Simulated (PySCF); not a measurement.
A run for PySCF: D3(BJ) and D4 dispersion corrections on BF2GeH3 (SMILES F[B](F)[GeH3]), a point of a torsion scan.

```python
from pyscf import gto
from pyscf.dispersion import dftd3, dftd4

mol = gto.M(
    atom='''
    F     1.83195454   -1.23185204    0.01932556
    B     1.20015102   -0.08016279    0.00382488
    F     2.00335172    0.95911720   -0.00675620
    Ge   -0.81189191    0.06621128   -0.00132273
    H    -1.45225269   -0.55817418    1.18996701
    H    -1.31990932    1.46404646   -0.03999865
    H    -1.45172978   -0.62407439   -1.15578591
    ''',
    basis='def2-svp',
    charge=0, spin=0, verbose=0, max_memory=1800)
d3, d4 = {}, {}
for xc in ['hf', 'pbe', 'blyp', 'revpbe', 'tpss', 'r2scan', 'b3lyp', 'pbe0', 'bhlyp', 'camb3lyp', 'b2plyp']:
    d3[xc] = float(dftd3.DFTD3Dispersion(mol, xc=xc, version='d3bj', atm=False).get_dispersion()['energy'])
    print(f'D3(BJ) {xc:10s} {d3[xc]:14.8f} Eh')
for xc in ['hf', 'pbe', 'blyp', 'revpbe', 'tpss', 'r2scan', 'b3lyp', 'pbe0', 'bhlyp', 'camb3lyp', 'b2plyp']:
    d4[xc] = float(dftd4.DFTD4Dispersion(mol, xc={'camb3lyp': 'cam-b3lyp'}.get(xc, xc), atm=True).get_dispersion()['energy'])
    print(f'D4     {xc:10s} {d4[xc]:14.8f} Eh')
```

It printed:

```
D3(BJ) hf            -0.03244578 Eh
D3(BJ) pbe           -0.00370909 Eh
D3(BJ) blyp          -0.00829628 Eh
D3(BJ) revpbe        -0.00919151 Eh
D3(BJ) tpss          -0.00475900 Eh
D3(BJ) r2scan        -0.00099531 Eh
D3(BJ) b3lyp         -0.00685050 Eh
D3(BJ) pbe0          -0.00328093 Eh
D3(BJ) bhlyp         -0.00568314 Eh
D3(BJ) camb3lyp      -0.00309789 Eh
D3(BJ) b2plyp        -0.00333913 Eh
D4     hf            -0.01423832 Eh
D4     pbe           -0.00396019 Eh
D4     blyp          -0.00879372 Eh
D4     revpbe        -0.01199162 Eh
D4     tpss          -0.00534200 Eh
D4     r2scan        -0.00091686 Eh
D4     b3lyp         -0.00644833 Eh
D4     pbe0          -0.00331900 Eh
D4     bhlyp         -0.00505287 Eh
D4     camb3lyp      -0.00336893 Eh
D4     b2plyp        -0.00273773 Eh
```

The run finished.

Cost: about 0.020 core-seconds (a rough figure).
